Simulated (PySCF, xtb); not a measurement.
Si(H)2(Br)(vinyl) (C2H5BrSi), SMILES C=C[SiH2]Br. One conformer was computed; it need not be the lowest.

Harmonic wavenumbers (cm⁻¹) from GFN2-xTB (xtb) at its own minimum, in rising order: 35, 125, 275, 393, 461, 530, 592, 712, 741, 770, 924, 1010, 1023, 1272, 1422, 1670, 2312, 2337, 3026, 3082, 3101.

Task: What does PBE-D3(BJ)/def2-SVP (PySCF) give at its own minimum? (An estimate is asked for; the answer gives what the named calculation found.)

Result: 72, 152, 258, 397, 493, 567, 669, 712, 820, 904, 949, 979, 999, 1227, 1370, 1617, 2168, 2180, 3051, 3078, 3144. Paired by order, the mean absolute difference is 50 cm⁻¹ and the zero-point energies are 36.9 and 36.9 kcal/mol.
